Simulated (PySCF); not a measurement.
Electronic absorption of C5H9NOSi

Species: C5H9NOSi.
Structure used (GFN2-xTB), in Å, numbered top down from 1:
```xyz
17
C5H9NOSi angstrom
C      2.5167   -0.2837   -0.5694
Si     1.0293    0.3162    0.4301
C     -0.3022   -0.9944    0.8410
C     -1.3890   -0.6833   -0.1865
C     -1.3063    0.8281   -0.4734
C     -1.9732    1.5569    0.5893
N     -2.4815    2.1143    1.4479
O      0.0461    1.2034   -0.5509
H      3.1880   -0.8534    0.0626
H      3.0726    0.5601   -0.9631
H      2.2298   -0.9115   -1.4080
H      1.3946    1.1105    1.6035
H      0.0145   -2.0315    0.7679
H     -0.6887   -0.8435    1.8482
H     -1.1812   -1.2112   -1.1186
H     -2.3892   -0.9549    0.1539
H     -1.7873    1.0899   -1.4257
```

Level of theory: PySCF 2.14.0, density-fitted response routines, TDDFT wB97X-D/def2-SVPD, vertical, gas phase, core orbitals frozen in the response.

What does the calculation give for the low-lying excited states?

| state | E (eV) | ν̃ (cm⁻¹) | f | \|μ\| (D) | main configurations (H = HOMO, L = LUMO) |
| --- | --- | --- | --- | --- | --- |
| S1 | 7.61 | 61400 | 0.0003 | 0.09 | H-2→L (24%), H-2→L+2 (13%), H-2→L+1 (11%) |
| S2 | 7.74 | 62400 | 0.0029 | 0.32 | H→L (46%), H→L+1 (20%) |
| S3 | 8.03 | 64800 | 0.019 | 0.79 | H-1→L (44%), H-1→L+1 (30%) |
| S4 | 8.14 | 65680 | 0.0095 | 0.56 | H-2→L+2 (14%), H-4→L (11%), H→L+3 (9%) |
| S5 | 8.19 | 66050 | 0.0032 | 0.32 | H→L+2 (17%), H-4→L+2 (15%) |
| S6 | 8.39 | 67640 | 0.058 | 1.35 | H→L+1 (33%), H→L (14%) |
| S7 | 8.49 | 68470 | 0.039 | 1.10 | H-1→L+1 (28%), H-1→L (16%) |
| S8 | 8.53 | 68760 | 0.035 | 1.04 | H→L+2 (32%), H-3→L+2 (12%), H-1→L+2 (11%) |

Triplets (Tamm–Dancoff): T1 6.51 eV, H-4→L+2 (10%); T2 7.06 eV, H-2→L (22%), H-2→L+3 (12%); T3 7.14 eV, H-2→L+2 (21%).

The lowest singlet lies at 7.61 eV (163 nm, vacuum ultraviolet) and is dark (f under 0.0005); its leading configuration is HOMO-2→LUMO (24%). The most intense listed level is S6 at 8.39 eV (148 nm, f = 0.058), 0.77 eV above S1. Löwdin shares by element: HOMO oxygen 34%, carbon 19% or more, silicon 15%, hydrogen 6% or more (atoms not listed hold the other 26%); LUMO carbon 22% or more, oxygen 11%, nitrogen 10% (atoms not listed hold the other 57%). Weighted by f, the mean energy of these states is 8.37 eV. Orbital energies (eV): HOMO-3 -11.69, HOMO-2 -11.14, HOMO-1 -10.63, HOMO -10.45, LUMO 1.85, LUMO+1 2.12, LUMO+2 2.29. The oscillator strengths of these states sum to 0.167; summed over the whole spectrum of an exact calculation they would give the number of electrons, 68 (Thomas–Reiche–Kuhn). The window holds the lowest 8 singlets.

One conformer stands for the species.
